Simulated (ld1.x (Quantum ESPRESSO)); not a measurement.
# Pseudopotential generation for nickel (Ni): PAW, PW91, scalar-relativistic.

Input for ld1.x (Quantum ESPRESSO) 7.5:

```
&input
   title='Ni', zed=28., rel=1, dft='PW91', iswitch=3,
   config='[Ar] 3d9 4s1 4p0',
   nld=3, rlderiv=2.20, eminld=-7.0, emaxld=5.0, deld=0.02
 /
 &inputp
   pseudotype=3, lpaw=.true., tm=.true., lloc=-1, rcloc=1.75,
   nlcc=.true., rcore=0.85,
   which_augfun='BESSEL', rmatch_augfun=1.35,
   file_pseudopw='Ni.UPF', file_wfcaegen='ae.wfc', file_wfcncgen='nc.wfc', file_beta='beta', file_chi='chi', file_wfcusgen='us.wfc'
 /
6
4S  1  0   1.00   0.00  1.85  2.00  0.0
4S  1  0   0.00   0.85  1.85  2.00  0.0
3P  2  1   6.00   0.00  1.30  1.70  0.0
4P  3  1   0.00   0.00  1.30  1.70  0.0
3D  3  2   9.00   0.00  1.20  1.35  0.0
3D  3  2   0.00   0.30  1.20  1.35  0.0
 &test
   configts(1)='3p6 3d9 4s1 4p0'
 /
```

Command:

```bash
ld1.x < Ni.in > Ni.out
```

The program printed (shortened: banner, matrices, multipoles, cross overlaps and the repeated all-electron block are left out):

```
Program LD1 v.7.5
     --------------------------- All-electron run ----------------------------

     Ni
     scalar relativistic calculation

     atomic number is 28.00
     dft =PW91   lsd =0 sic =0 latt =0  beta=0.20 tr2=1.0E-14
     Exchange-correlation= PW91
                           (   1   4   2   2   0   0   0)
     mesh =1195 r(mesh) =  98.77016 a.u. xmin = -7.00 dx = 0.01250
     1 Ry =  13.60569312 eV, c = 137.03599908

     n l     nl                  e(Ry)          e(Ha)          e(eV)
     1 0     1S 1( 2.00)      -603.3513      -301.6756     -8209.0126
     2 0     2S 1( 2.00)       -71.7707       -35.8853      -976.4899
     2 1     2P 1( 6.00)       -61.7082       -30.8541      -839.5833
     3 0     3S 1( 2.00)        -7.7910        -3.8955      -106.0019
     3 1     3P 1( 6.00)        -4.8887        -2.4443       -66.5136
     3 2     3D 1( 9.00)        -0.3467        -0.1733        -4.7165
     4 0     4S 1( 1.00)        -0.3340        -0.1670        -4.5438
     4 1     4P 1( 0.00)        -0.0590        -0.0295        -0.8026

     final scf error:  5.1E-15 reached in  37 iterations

     Etot =   -3041.964946 Ry,   -1520.982473 Ha,  -41388.041552 eV

     Ekin =    3084.099555 Ry,    1542.049777 Ha,   41961.312104 eV
     Encl =   -7309.528906 Ry,   -3654.764453 Ha,  -99451.207169 eV
     Eh   =    1311.165660 Ry,     655.582830 Ha,   17839.317597 eV
     Exc  =    -127.701255 Ry,     -63.850627 Ha,   -1737.464084 eV

     normalization and overlap integrals

     s(1S/1S) =  1.000000  <r> =   0.0541  <r2> =    0.0039  r(max) =   0.0353
     s(2S/2S) =  1.000000  <r> =   0.2449  <r2> =    0.0708  r(max) =   0.2055
     s(2P/2P) =  1.000000  <r> =   0.2153  <r2> =    0.0569  r(max) =   0.1641
     s(3S/3S) =  1.000000  <r> =   0.7430  <r2> =    0.6385  r(max) =   0.6410
     s(3P/3P) =  1.000000  <r> =   0.7840  <r2> =    0.7278  r(max) =   0.6491
     s(3D/3D) =  1.000000  <r> =   1.1106  <r2> =    1.7700  r(max) =   0.6331
     s(4S/4S) =  1.000000  <r> =   3.0119  <r2> =   10.7403  r(max) =   2.3521
     s(4P/4P) =  1.000000  <r> =   5.1333  <r2> =   32.2146  r(max) =   3.6430

     ------------------------ End of All-electron run ------------------------

     --------------------- Generating PAW atomic setup --------------------

      Generating local potential from pseudized AE potential:
      Matching radius rcloc =   1.7500

      Local pseudo, rcloc= 1.764 Estimated cut-off energy=     7.95 Ry

      Computing core charge for nlcc:

       r > 0.85 : true rho core
       r < 0.85 : rho core = a sin(br)/r    a=   4.65  b=   2.94

      Integrated core pseudo-charge :   2.02
      Wfc-us  4S rcutus= 1.999  Estimated cut-off energy=    10.62 Ry
      Wfc-us  4S rcutus= 1.999  Estimated cut-off energy=    12.32 Ry
      Wfc-us  3P rcutus= 1.721  Estimated cut-off energy=    29.63 Ry
      Wfc-us  4P rcutus= 1.721  Estimated cut-off energy=    22.65 Ry
      Wfc-us  3D rcutus= 1.340  Estimated cut-off energy=    64.21 Ry
      Wfc-us  3D rcutus= 1.340  Estimated cut-off energy=    69.66 Ry

     Required augmentation: BESSEL   radius:    1.350000
     Suggested rho cutoff for augmentation:  53.92 Ry

     Estimated PAW energy = -349.526342 Ryd

     ------------------- End of pseudopotential generation -------------------

     Computing logarithmic derivative in   2.19584
     Computing logarithmic derivative in   2.19584
     Computing the partial wave expansion
     R is outside the sphere for l=    0 j= 0.00
     R is outside the sphere for l=    0 j= 0.00
     R is outside the sphere for l=    1 j= 0.00
     R is outside the sphere for l=    1 j= 0.00
     R is outside the sphere for l=    2 j= 0.00
     R is outside the sphere for l=    2 j= 0.00

     ---------------------- Testing the pseudopotential ----------------------

     Ni
     scalar relativistic calculation

     atomic number is 28.00   valence charge is 16.00
     dft = SLA  PW   GGX  GGC   lsd =0 sic =0 latt =0  beta=0.20 tr2=1.0E-14
     mesh =1195 r(mesh) =  98.77016 xmin = -7.00 dx = 0.01250

     n l     nl             e AE (Ry)        e PS (Ry)    De AE-PS (Ry)
     2 1     3P   1( 6.00)       -4.88866       -4.88871        0.00005
     3 2     3D   1( 9.00)       -0.34666       -0.34670        0.00005
     1 0     4S   1( 1.00)       -0.33396       -0.33399        0.00003
     3 1     4P   1( 0.00)       -0.05899       -0.05902        0.00003

     eps = 3.2E-16  iter =  9

     Etot =   -3041.964946 Ry,   -1520.982473 Ha,  -41388.041552 eV
     Etotps =  -349.526351 Ry,    -174.763176 Ha,   -4755.548275 eV

     Ekin =     317.169869 Ry,     158.584934 Ha,    4315.315905 eV
     Encl =    -770.072875 Ry,    -385.036437 Ha,  -10477.375214 eV
     Ehrt =     231.077852 Ry,     115.538926 Ha,    3143.974349 eV
     Ecxc =    -127.701198 Ry,     -63.850599 Ha,   -1737.463315 eV
     (Ecc =      -2.546819 Ry,      -1.273410 Ha,     -34.651241 eV)

     ---------------------- End of pseudopotential test ----------------------
```

Generation and configuration tests took about 2.2 s on one core of a shared server CPU.

Transferability test of the new file with ld1.x, input:

```
&input
   title='Ni', zed=28., rel=1, dft='PW91', iswitch=2,
   config='[Ar] 3d9 4s1 4p0'
 /
 &test
   file_pseudo='Ni.UPF', nconf=8,
   configts(1)='3p6 3d9 4s1 4p0',
   configts(2)='3p6 3d8 4s2 4p0',
   configts(3)='3p6 3d8 4s1 4p0',
   configts(4)='3p6 3d8 4s0 4p0',
   configts(5)='3p6 3d7 4s2 4p1',
   configts(6)='3p6 3d7 4s2 4p0',
   configts(7)='3p6 3d8 4s1 4p1',
   configts(8)='3p6 3d8 4s0 4p2'
 /
```

```bash
ld1.x < Ni.test.in > Ni.test.out
```

Pseudopotential blocks of its output, shortened (energy terms left out; the distinct warnings before each block abridged to one line each):

```
     ---------------------- Testing the pseudopotential ----------------------

     n l     nl             e AE (Ry)        e PS (Ry)    De AE-PS (Ry)
     2 1     3P   1( 6.00)       -4.88866       -4.88871        0.00005
     3 2     3D   1( 9.00)       -0.34666       -0.34670        0.00005
     1 0     4S   1( 1.00)       -0.33396       -0.33399        0.00003
     3 1     4P   1( 0.00)       -0.05899       -0.05902        0.00003

     eps = 2.6E-16  iter =  9

     Etot =   -3041.964946 Ry,   -1520.982473 Ha,  -41388.041552 eV
     Etotps =  -349.526351 Ry,    -174.763176 Ha,   -4755.548275 eV

     ---------------------- End of pseudopotential test ----------------------

          Warning: n=2, l=1 expected 0 nodes, found 1
     ---------------------- Testing the pseudopotential ----------------------

     n l     nl             e AE (Ry)        e PS (Ry)    De AE-PS (Ry)
     2 1     3P   1( 6.00)       -5.25065       -5.25212        0.00147
     3 2     3D   1( 8.00)       -0.65810       -0.65935        0.00124
     1 0     4S   1( 2.00)       -0.41927       -0.41913       -0.00014
     3 1     4P   1( 0.00)       -0.09398       -0.09381       -0.00017

     eps = 3.3E-15  iter = 13

     Etot =   -3041.846282 Ry,   -1520.923141 Ha,  -41386.427040 eV
     Etotps =  -349.407154 Ry,    -174.703577 Ha,   -4753.926519 eV
     dEtot_ae =       0.118664 Ry
     dEtot_ps =       0.119197 Ry,   Delta E=      -0.000532 Ry

     ---------------------- End of pseudopotential test ----------------------

          ---------------------- Testing the pseudopotential ----------------------

     n l     nl             e AE (Ry)        e PS (Ry)    De AE-PS (Ry)
     2 1     3P   1( 6.00)       -5.92268       -5.92428        0.00160
     3 2     3D   1( 8.00)       -1.32474       -1.32606        0.00133
     1 0     4S   1( 1.00)       -0.97394       -0.97385       -0.00009
     3 1     4P   1( 0.00)       -0.56171       -0.56133       -0.00038

     eps = 6.9E-15  iter =  9

     Etot =   -3041.156075 Ry,   -1520.578037 Ha,  -41377.036291 eV
     Etotps =  -348.716996 Ry,    -174.358498 Ha,   -4744.536436 eV
     dEtot_ae =       0.808872 Ry
     dEtot_ps =       0.809355 Ry,   Delta E=      -0.000483 Ry

     ---------------------- End of pseudopotential test ----------------------

          ---------------------- Testing the pseudopotential ----------------------

     n l     nl             e AE (Ry)        e PS (Ry)    De AE-PS (Ry)
     2 1     3P   1( 6.00)       -6.70143       -6.70345        0.00202
     3 2     3D   1( 8.00)       -2.09247       -2.09410        0.00163
     1 0     4S   1( 0.00)       -1.59883       -1.59893        0.00010
     3 1     4P   1( 0.00)       -1.11525       -1.11456       -0.00069

     eps = 7.4E-16  iter = 10

     Etot =   -3039.876434 Ry,   -1519.938217 Ha,  -41359.625889 eV
     Etotps =  -347.437262 Ry,    -173.718631 Ha,   -4727.124761 eV
     dEtot_ae =       2.088513 Ry
     dEtot_ps =       2.089090 Ry,   Delta E=      -0.000577 Ry

     ---------------------- End of pseudopotential test ----------------------

          ---------------------- Testing the pseudopotential ----------------------

     n l     nl             e AE (Ry)        e PS (Ry)    De AE-PS (Ry)
     2 1     3P   1( 6.00)       -5.84718       -5.85494        0.00776  !
     3 2     3D   1( 7.00)       -1.19724       -1.20446        0.00722  !
     1 0     4S   1( 2.00)       -0.59832       -0.59917        0.00085
     3 1     4P   1( 1.00)       -0.19519       -0.19476       -0.00043

     eps = 7.7E-15  iter = 13

     Etot =   -3041.068415 Ry,   -1520.534207 Ha,  -41375.843619 eV
     Etotps =  -348.625342 Ry,    -174.312671 Ha,   -4743.289424 eV
     dEtot_ae =       0.896532 Ry
     dEtot_ps =       0.901009 Ry,   Delta E=      -0.004477 Ry

     ---------------------- End of pseudopotential test ----------------------

          ---------------------- Testing the pseudopotential ----------------------

     n l     nl             e AE (Ry)        e PS (Ry)    De AE-PS (Ry)
     2 1     3P   1( 6.00)       -6.42328       -6.42936        0.00608  !
     3 2     3D   1( 7.00)       -1.77157       -1.77730        0.00573  !
     1 0     4S   1( 2.00)       -1.10802       -1.10838        0.00036
     3 1     4P   1( 0.00)       -0.64915       -0.64780       -0.00135

     eps = 9.3E-15  iter = 14

     Etot =   -3040.654724 Ry,   -1520.327362 Ha,  -41370.215069 eV
     Etotps =  -348.212433 Ry,    -174.106216 Ha,   -4737.671502 eV
     dEtot_ae =       1.310222 Ry
     dEtot_ps =       1.313919 Ry,   Delta E=      -0.003696 Ry

     ---------------------- End of pseudopotential test ----------------------

          ---------------------- Testing the pseudopotential ----------------------

     n l     nl             e AE (Ry)        e PS (Ry)    De AE-PS (Ry)
     2 1     3P   1( 6.00)       -5.39647       -5.39867        0.00219
     3 2     3D   1( 8.00)       -0.79996       -0.80180        0.00184
     1 0     4S   1( 1.00)       -0.51041       -0.51047        0.00007
     3 1     4P   1( 1.00)       -0.15758       -0.15749       -0.00008

     eps = 3.1E-15  iter = 14

     Etot =   -3041.506557 Ry,   -1520.753279 Ha,  -41381.804853 eV
     Etotps =  -349.067309 Ry,    -174.533654 Ha,   -4749.302680 eV
     dEtot_ae =       0.458389 Ry
     dEtot_ps =       0.459043 Ry,   Delta E=      -0.000654 Ry

     ---------------------- End of pseudopotential test ----------------------

          ---------------------- Testing the pseudopotential ----------------------

     n l     nl             e AE (Ry)        e PS (Ry)    De AE-PS (Ry)
     2 1     3P   1( 6.00)       -5.52081       -5.52399        0.00318
     3 2     3D   1( 8.00)       -0.91984       -0.92249        0.00265
     1 0     4S   1( 0.00)       -0.58154       -0.58182        0.00028
     3 1     4P   1( 2.00)       -0.20959       -0.20960        0.00001

     eps = 9.3E-15  iter = 10

     Etot =   -3041.143864 Ry,   -1520.571932 Ha,  -41376.870152 eV
     Etotps =  -348.704372 Ry,    -174.352186 Ha,   -4744.364675 eV
     dEtot_ae =       0.821083 Ry
     dEtot_ps =       0.821979 Ry,   Delta E=      -0.000897 Ry

     ---------------------- End of pseudopotential test ----------------------
```
